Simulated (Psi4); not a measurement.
P (SMILES [P]), quartet; CCSD/def2-SVP in Psi4.

Input for Psi4:
```
memory 2 GB

molecule mol {
0 4
P     0.000000    0.000000    0.000000
}

set {
  basis def2-svp
  reference uhf
}

energy('ccsd')
print_variables()
```

Q: What does Psi4 print? Leave out banner, timings and long lists.

A: 
```
   => Loading Basis Set <=

    Name: DEF2-SVP
    Role: ORBITAL
    Keyword: BASIS

         ---------------------------------------------------------
                                   SCF
               by Justin Turney, Rob Parrish, Andy Simmonett
                          and Daniel G. A. Smith
                              UHF Reference
         ---------------------------------------------------------

  ==> Geometry <==

    Molecular point group: d2h
    Geometry (in Angstrom), charge = 0, multiplicity = 4:

       Center              X                  Y                   Z               Mass
    ------------   -----------------  -----------------  -----------------  -----------------
         P            0.000000000000     0.000000000000     0.000000000000    30.973761998420

  Running in d2h symmetry.

  Rotational constants: A = ************  B = ************  C = ************ [cm^-1]
  Rotational constants: A = ************  B = ************  C = ************ [MHz]
  Nuclear repulsion =    0.000000000000000

  Charge       = 0
  Multiplicity = 4
  Electrons    = 15
  Nalpha       = 9
  Nbeta        = 6

  ==> Algorithm <==

  SCF Algorithm Type is PK.
  DIIS enabled.
  MOM disabled.
  Fractional occupation disabled.
  Guess Type is CORE.
  Energy threshold   = 1.00e-08
  Density threshold  = 1.00e-08
  Integral threshold = 1.00e-12

  ==> Primary Basis <==

  Basis Set: DEF2-SVP
    Blend: DEF2-SVP
    Number of shells: 8
    Number of basis functions: 18
    Number of Cartesian functions: 19
    Spherical Harmonics?: true
    Max angular momentum: 2

  ==> Integral Setup <==

  Using in-core PK algorithm.
   Calculation information:
      Number of atoms:                   1
      Number of AO shells:               8
      Number of primitives:             18
      Number of atomic orbitals:        19
      Number of basis functions:        18

      Integral cutoff                 1.00e-12
      Number of threads:                 1

  Performing in-core PK
  Using 29412 doubles for integral storage.
  We computed 666 shell quartets total.
  Whereas there are 666 unique shell quartets.

  ==> DiskJK: Disk-Based J/K Matrices <==

    J tasked:                  Yes
    K tasked:                  Yes
    wK tasked:                  No
    Schwarz Cutoff:          1E-12

  Minimum eigenvalue in the overlap matrix is 1.2089529414E-01.
  Reciprocal condition number of the overlap matrix is 5.6944269489E-02.
    Using symmetric orthogonalization.
[...]
  @UHF Final Energy:  -340.59744455045063
    Total Energy =                       -340.5974445504506321
[...]
              5  10        -0.0006742750
              1   0        -0.0005788090
              0   0        -0.0000122447

    Largest TIJAB Amplitudes:
      8   6   3   2        -0.0380688198
      6   4   5   1        -0.0335211344
      8   4   4   1        -0.0324159957
      8   6   8   7        -0.0240483957
      8   4   8   6        -0.0240483957
      6   4   7   6        -0.0240483957
      8   4   4   2        -0.0199914881
      8   6   5   4         0.0190424288
      8   4   5   3         0.0190424288
      6   4   4   3         0.0190424288

    Largest Tijab Amplitudes:
      5   4  11   9        -0.0036211845
      5   3  11   7        -0.0036211845
      4   3   9   7        -0.0036211845
      5   4  10   9        -0.0022271062
      5   4  11   8        -0.0022271062
      5   3  10   7        -0.0022271062
      5   3  11   6        -0.0022271062
      4   3   8   7        -0.0022271062
      4   3   9   6        -0.0022271062
      3   2   7   0        -0.0021994863

    Largest TIjAb Amplitudes:
      4   2   1   6        -0.0618091737
      8   2   2  10         0.0544254755
      4   2   4  10        -0.0535508652
      4   2   5   8        -0.0535508652
      6   2   3  10        -0.0535508652
      6   2   5   6        -0.0535508652
      8   2   3   8        -0.0535508652
      8   2   4   6        -0.0535508652
      6   2   2   8        -0.0526311537
      6   2   1   8         0.0324585151

    SCF energy       (wfn)                    = -340.597444550450632
    Reference energy (file100)                = -340.597444550450689

    Opposite-spin MP2 correlation energy      =   -0.050666789581749
    Same-spin MP2 correlation energy          =   -0.018703309592367
    Singles MP2 correlation energy            =   -0.000000000000000
    MP2 correlation energy                    =   -0.069370099174116
      * MP2 total energy                      = -340.666814649624826

    Opposite-spin CCSD correlation energy     =   -0.065829491953123
    Same-spin CCSD correlation energy         =   -0.019998184371032
    Singles CCSD correlation energy           =   -0.000000000000000
    CCSD correlation energy                   =   -0.085827676324155
      * CCSD total energy                     = -340.683272226774818

  Variable Map:
  ----------------------------------------------------------------------------
[...]
  Array Variable Map:
  ----------------------------------------------------------------------------
[...]
[...]
```
